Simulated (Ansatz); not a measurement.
Gas-phase electronic energies from Ansatz, PBE0-D4/def2-TZVP geometries. CBS: MP2 limit from def2 TZ/QZ plus the TZ coupled-cluster correction, frozen cores. DFT in def2-TZVPP. B3LYP here is the variant with VWN-RPA as its local correlation; programs differ in this. One conformer a species, not always the lowest.

Consider the redistribution: `NB[SiH](F)Cl` + `C[SiH2]F` → `NB[SiH2]Cl` + `C[SiH](F)F`.

`NB[SiH](F)Cl`:

```xyz
9

N     0.279   -1.152    1.118
B    -0.060    0.160    0.843
Si   -0.031    0.764   -1.071
F     0.501   -0.445   -1.987
Cl   -1.942    1.202   -1.695
H     0.273   -1.541    2.047
H     0.546   -1.814    0.407
H    -0.366    0.884    1.745
H     0.800    1.944   -1.408
```

`C[SiH2]F`:

```xyz
8

C     0.725   -0.645    0.168
Si   -0.666    0.537   -0.152
F    -0.107    2.040   -0.111
H     1.174   -0.466    1.148
H     0.355   -1.674    0.146
H     1.505   -0.548   -0.591
H    -1.263    0.325   -1.495
H    -1.721    0.431    0.887
```

`NB[SiH2]Cl`:

Cartesian coordinates in Å:
```
N 1.194 1.005 -0.571
B -0.030 0.379 -0.726
Si -0.808 -0.714 0.776
Cl -1.069 -2.665 0.124
H 1.626 1.555 -1.297
H 1.749 0.949 0.267
H -0.602 0.502 -1.771
H -2.140 -0.230 1.228
H 0.081 -0.779 1.971
```

`C[SiH](F)F`:

Z-matrix (Å, degrees):
```
C
Si 1 1.840
H 1 1.092 2 110.7
H 1 1.093 2 110.6 3 -120.1
H 1 1.093 2 110.6 3 120.1
F 2 1.591 1 109.8 3 58.6
F 2 1.591 1 109.8 3 -58.5
H 2 1.477 1 114.8 3 -179.9
```

| level | ΔE (kJ/mol) | difference from CCSD(T)/CBS |
| --- | --- | --- |
| PBE-D4 | -13.2 | 2.4 |
| PBE0-D4 | -15.1 | 0.5 |
| CAM-B3LYP-D4 | -13.2 | 2.4 |
| ωB97M-V | -14.1 | 1.5 |
| B2PLYP | -14.2 | 1.4 |
| PBE-QIDH | -16.4 | -0.8 |
| BLYP | -12.0 | 3.6 |
| r2SCAN | -15.3 | 0.3 |
| B3LYP | -13.5 | 2.1 |
| MP2/def2-SVP | -10.9 | 4.7 |
| CCSD(T)/def2-SVP | -11.2 | 4.4 |
| MP2/def2-TZVPP | -15.3 | 0.3 |
| SCS-MP2/def2-TZVPP | -14.6 | 1.0 |
| HF/def2-QZVPP | -17.1 | -1.5 |
| SCS-MP2/def2-QZVPP | -14.5 | 1.1 |
| CCSD/CBS(def2) | -15.9 | -0.3 |
| CCSD(T)/CBS | -15.6 | 0 |

Largest T1 diagnostic among the species: 0.012.

At CCSD(T), def2-SVP lies +4.4 kJ/mol from the extrapolated value and def2-TZVPP −0.5 kJ/mol. Leaving LDA and LC-ωPBE aside and taking each functional with its dispersion term where it has one, the values, not all of them listed here, spread over 5.3 kJ/mol, from r2SCAN0-D4 to BLYP-D4.

CCSD(T)/CBS has its own doubt, a few kJ/mol and more with outer-core shells, so smaller differences from it don't rank the levels.
